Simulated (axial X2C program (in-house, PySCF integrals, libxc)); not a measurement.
## Spin–orbit effects along a row: molecules with As, HF

All values come from calculations with an axial X2C code built on PySCF integrals, spin-free (one-electron X2C) or two-component (2c: spin–orbit coupling with atomic mean-field Coulomb and Gaunt terms, which also bring small scalar terms), in Dyall basis sets with cores contracted in-house; open shells are unrestricted.

Basis sets: As dyall-cv3z, Co dyall-cv3z, Cr dyall-cv3z, Ge dyall-cv3z, K dyall-cv3z, Mn dyall-cv3z, Se dyall-cv3z.

```json
{"molecule": "KAs", "spin-free state": "M_S = 1, Λ = 0", "Re (Å)": "3.196", "ωe (cm⁻¹)": "162.6", "De (eV)": "0.25", "2c state": "Ω = 1", "Re 2c (Å)": "3.194", "ωe 2c (cm⁻¹)": "162.6", "De 2c (eV)": "0.26"}
{"molecule": "CrAs", "spin-free state": "M_S = 7/2, Λ = 0", "Re (Å)": "2.658", "ωe (cm⁻¹)": "207.8", "De (eV)": "-0.06", "2c state": "Ω = 7/2", "Re 2c (Å)": "2.656", "ωe 2c (cm⁻¹)": "208.2", "De 2c (eV)": "-0.07"}
{"molecule": "MnAs", "spin-free state": "M_S = 2, Λ = 1", "Re (Å)": "2.523", "ωe (cm⁻¹)": "232.1", "De (eV)": "-0.36", "2c state": "Ω = 1", "Re 2c (Å)": "2.525", "ωe 2c (cm⁻¹)": "231.5", "De 2c (eV)": "-0.30"}
{"molecule": "CoAs", "spin-free state": "M_S = 2, Λ = 2", "Re (Å)": "2.435", "ωe (cm⁻¹)": "225.9", "De (eV)": "-1.58", "2c state": "Ω = 4", "Re 2c (Å)": "2.436", "ωe 2c (cm⁻¹)": "225.7", "De 2c (eV)": "n/a"}
{"molecule": "GeAs", "spin-free state": "M_S = 1/2, Λ = 1", "Re (Å)": "2.335", "ωe (cm⁻¹)": "249.3", "De (eV)": "0.87", "2c state": "Ω = 3/2", "Re 2c (Å)": "2.335", "ωe 2c (cm⁻¹)": "248.0", "De 2c (eV)": "n/a"}
{"molecule": "AsSe", "spin-free state": "M_S = 1/2, Λ = 1", "Re (Å)": "2.240", "ωe (cm⁻¹)": "287.6", "De (eV)": "0.94", "2c state": "Ω = 1/2", "Re 2c (Å)": "2.240", "ωe 2c (cm⁻¹)": "288.1", "De 2c (eV)": "n/a"}
```

Q: Work out the shifts from the spin-free to the two-component result.

A: 

```json
{"molecule": "KAs", "2c state": "Ω = 1", "ΔRe (Å)": "-0.002", "Δωe (cm⁻¹)": "0.0", "ΔDe (eV)": "0.01"}
{"molecule": "CrAs", "2c state": "Ω = 7/2", "ΔRe (Å)": "-0.002", "Δωe (cm⁻¹)": "0.4", "ΔDe (eV)": "-0.01"}
{"molecule": "MnAs", "2c state": "Ω = 1", "ΔRe (Å)": "0.002", "Δωe (cm⁻¹)": "-0.6", "ΔDe (eV)": "0.06"}
{"molecule": "CoAs", "2c state": "Ω = 4", "ΔRe (Å)": "0.001", "Δωe (cm⁻¹)": "-0.2", "ΔDe (eV)": "n/a"}
{"molecule": "GeAs", "2c state": "Ω = 3/2", "ΔRe (Å)": "0.000", "Δωe (cm⁻¹)": "-1.3", "ΔDe (eV)": "n/a"}
{"molecule": "AsSe", "2c state": "Ω = 1/2", "ΔRe (Å)": "0.000", "Δωe (cm⁻¹)": "0.5", "ΔDe (eV)": "n/a"}
```

Shifts of one unit in the last digit are rounding.

Each entry is the lowest single determinant of a limited PBE0 search at one distance. De goes to single-determinant-based atoms at the same level (for ions the charge split of lowest energy) and is withheld (n/a) where an atom does not fit its ground term or J level. Main or longest-lived isotopes. One determinant is a doubtful description, or other states lie close, for KAs, CrAs, MnAs, CoAs, GeAs, AsSe; these need not be ground states, and all values refer to the states named. Some open-shell Ω = 0 determinants are out of reach, so the Ω given for KAs, MnAs, CoAs need not be the lowest component. With several unpaired electrons the Ω given is that of one determinant, not necessarily of the lowest component.
